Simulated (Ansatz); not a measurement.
`C[SiH](F)[SnH3]` + `O[Si@@H](Cl)[Si@@H](O)Cl` → `CO[Si@H](Cl)[Si@H](O)Cl` + `F[SiH2][SnH3]`  (substitution at a C–Si bond)

Isolated molecules relaxed with PBE0-D4/def2-TZVP in Ansatz; ΔE leaves out vibrations. CBS: MP2 limit from def2 TZ/QZ plus the TZ coupled-cluster correction, frozen cores. Functionals use def2-TZVPP. B3LYP here is the variant with VWN-RPA as its local correlation; programs differ in this. Elements past krypton have def2 core potentials. For Sn outer-core shells are correlated without core-valence functions, which leaves a few kJ/mol of doubt a bond. One conformer a species, not always the lowest.

`C[SiH](F)[SnH3]`:

Cartesian coordinates in Å:
```
C -1.124 0.180 -1.417
Si -0.800 -0.289 0.353
F -1.141 -1.851 0.546
Sn 1.650 0.084 1.035
H -0.477 -0.374 -2.100
H -2.165 -0.020 -1.684
H -0.935 1.248 -1.558
H -1.711 0.463 1.259
H 2.713 -0.769 0.005
H 1.947 -0.416 2.640
H 2.044 1.745 0.921
```

`O[Si@@H](Cl)[Si@@H](O)Cl`:

Cartesian coordinates in Å:
```
O 1.979 -0.828 0.142
Si 0.461 -1.250 -0.294
Cl -0.382 -2.572 1.047
Si -0.879 0.671 -0.245
O -0.147 1.554 0.934
Cl -0.801 1.659 -2.054
H 2.057 -0.155 0.824
H 0.563 -1.947 -1.592
H -2.322 0.476 0.039
H -0.530 2.393 1.198
```

`CO[Si@H](Cl)[Si@H](O)Cl`:

```xyz
13

C     1.069   -1.618   -1.285
O     0.611   -0.662   -0.347
Si   -0.786    0.181   -0.485
Cl   -0.721    1.430   -2.128
Si   -0.785    1.407    1.509
O     0.773    1.682    1.927
Cl   -1.757    0.238    2.904
H     0.294   -2.358   -1.506
H     1.373   -1.131   -2.216
H     1.931   -2.129   -0.854
H    -1.931   -0.734   -0.726
H    -1.465    2.718    1.488
H     1.393    0.978    1.719
```

`F[SiH2][SnH3]`:

Z-matrix (Å, degrees):
```
Si
Sn 1 2.568
F 1 1.607 2 109.3
H 1 1.486 2 111.6 3 -118.9
H 1 1.486 2 111.6 3 118.9
H 2 1.706 1 110.9 3 60.1
H 2 1.708 1 109.5 3 179.7
H 2 1.706 1 110.9 3 -60.8
```

**Question.** Is it downhill or uphill in electronic energy at CCSD(T)/CBS, and by how much? (Estimate.)

**Answer.** The calculation gave: Uphill: ΔE = +103.4 kJ/mol.

**Question.** What do these levels give: PBE0-D4, B3LYP-D4, ωB97X-V, CCSD/def2-TZVPP, HF/CBS(def2), MP2/CBS(def2)? (An estimate is asked.)

**Answer.** The calculation gave: PBE0-D4 102.6, B3LYP-D4 95.3, ωB97X-V 96.0, CCSD/def2-TZVPP 98.3, HF/CBS(def2) 85.8, MP2/CBS(def2) 110.4 kJ/mol.

Largest T1 diagnostic among the species: 0.013.

In def2-TZVPP, CCSD(T) changes the Hartree–Fock value by +12.7 kJ/mol (the triples alone add +0.8 kJ/mol) and MP2 by +19.7 kJ/mol.
